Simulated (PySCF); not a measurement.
**Complete the spectrum of C4H8OSSi**

C₄H₈OSSi.
SMILES: `C=CO[Si@@H](S)C=C`

Computed, not measured: PySCF 2.14.0, density-fitted response routines, TDDFT CAM-B3LYP/def2-SVPD, vertical, gas phase, core orbitals frozen in the response. Geometry: GFN2-xTB, one conformer, isolated molecule. Torsions of this conformer, `[CH2:1]=[CH:2][O:3][Si@@H:4]([SH:5])[CH:6]=[CH2:7]`: C1–C2–O3–Si4 3°, C2–O3–Si4–S5 55°, O3–Si4–C6–C7 159°, H–S5–Si4–O3 156°.

Orbital energies (eV): HOMO-3 -10.33, HOMO-2 -9.50, HOMO-1 -8.66, HOMO -8.53, LUMO 0.29, LUMO+1 1.02, LUMO+2 1.38.

Lowest singlets, with some entries withheld (?).

| state | E (eV) | f | main configurations (H = HOMO, L = LUMO) |
| --- | --- | --- | --- |
| S1 | 5.81 | ? | H-1→L (56%), H→L (23%) |
| S2 | 6.26 | ? | H-1→L+1 (41%), H→L+1 (23%) |
| S3 | 6.45 | ? | H→L (57%), H-1→L (28%) |
| S4 | 6.73 | ? | H→L+2 (32%), H-1→L+1 (20%), H-1→L+2 (18%) |
| S5 | 6.80 | ? | H→L+2 (23%), H-1→L+2 (21%), H→L+1 (19%) |
| S6 | 6.85 | ? | H-3→L (23%), H-2→L (22%), H-1→L+2 (21%) |
| S7 | 7.02 | ? | H-2→L (58%), H-1→L+3 (12%) |
| S8 | 7.14 | ? | H→L+3 (28%), H→L+1 (15%), H→L+4 (10%) |

Question: Fill in the withheld entries.

Answer: 
- S1: f = 0.016
- S2: f = 0.014
- S3: f = 0.063
- S4: f = 0.017
- S5: f = 0.049
- S6: f = 0.060
- S7: f = 0.302
- S8: f = 0.061

Question: Where do the lowest triplets lie (Tamm–Dancoff)?

Answer: T1 4.28 eV, H-2→L (71%); T2 4.41 eV, H→L+4 (35%), H→L+3 (21%), H-1→L+4 (10%); T3 5.52 eV, H-1→L (43%), H→L (18%). E(S1) − E(T1) = +1.53 eV.

Question: Which level carries the most intensity, and what share of the listed sum of f?

Answer: S7, with f = 0.302 of 0.582, 52%.

Question: How far apart are S1 and S8, in eV and cm⁻¹?

Answer: 7.144 − 5.808 = 1.336 eV, or about 10770 cm⁻¹.
